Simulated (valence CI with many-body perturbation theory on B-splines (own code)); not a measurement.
**Questions on La⁵⁰⁺**

Level of theory: valence CI with perturbative core correlation (CI+MBPT): five valence electrons over a frozen Dirac-Fock core [He], radial functions for each j: 9 s, 9 p, 8 d, 6 f, 3 g, 1 h, with the one-electron correlation potential Σ1 (screened to all orders), the two-electron term Σ2, the three-electron term Σ3, Breit, model QED; selected single and double excitations, second order for the rest, scaled by the run's own slope (own B-spline code, finite nucleus).

No measured spectrum was set against this ion. As an estimate, large intervals hold to a few tenths of a per cent, small ones and those within an open d or f shell to about a per cent. Among the levels kept, up to 4100 cm⁻¹ of a level comes from second order outside the variational space, and about a tenth of that is noise between levels of different J, which matters for small intervals.

Levels are named by their leading jj configuration (3d3/2^4 stands for four electrons in 3d with j = 3/2), which in mixed levels can hold well under half, so a name can repeat and another be missing.

Rates and lifetimes use the calculated energies. Strong lines usually hold to 10 to 20 %, long lifetimes can be off by a factor of two.

What is the ground level?

(2s^2 2p1/2^2 2p3/2) J=3/2, composition 47 % 2s2 2p3 2P° + 26 % 2s2 2p3 4S° + 26 % 2s2 2p3 2D°, g = 1.349.

Among levels below 48318 × 10³ cm⁻¹, which E1 lines absorb most strongly from the ground level?

to (2s^2 2p1/2^2 3d5/2) J=5/2 at 0.2275 nm, f = 0.532; to (2s^2 2p1/2 2p3/2 3d3/2) J=5/2 at 0.2117 nm, f = 0.316; to (2s^2 2p1/2 2p3/2 3d3/2) J=3/2 at 0.2116 nm, f = 0.300.

Name the longest-lived excited levels whose lifetime is computed, and their main decay.

(2s^2 2p1/2 2p3/2^2) J=5/2 at 3507.2 × 10³ cm⁻¹ lives 8.23 ns, mostly by M1 to (2s^2 2p1/2^2 2p3/2) J=3/2; (2s^2 2p1/2 2p3/2^2) J=1/2 at 3782.1 × 10³ cm⁻¹ lives 2.22 ns, mostly by M1 to (2s^2 2p1/2^2 2p3/2) J=3/2; (2s^2 2p1/2 2p3/2^2) J=3/2 at 3339.6 × 10³ cm⁻¹ lives 1.41 ns, mostly by M1 to (2s^2 2p1/2^2 2p3/2) J=3/2.

What is the ionisation energy?

9436.7 eV; NIST lists 9437 ± 4 eV (theoretical).

How well does LS coupling describe the low levels?

Among the lowest 20 levels the leading LS term, summed over configurations, holds 62 % on average. For single configurations the figures are 62 % in LS and 99 % in jj coupling. Terms mix most in the J = 3/2 level at 43049 × 10³ cm⁻¹, where the leading one holds 32 %.
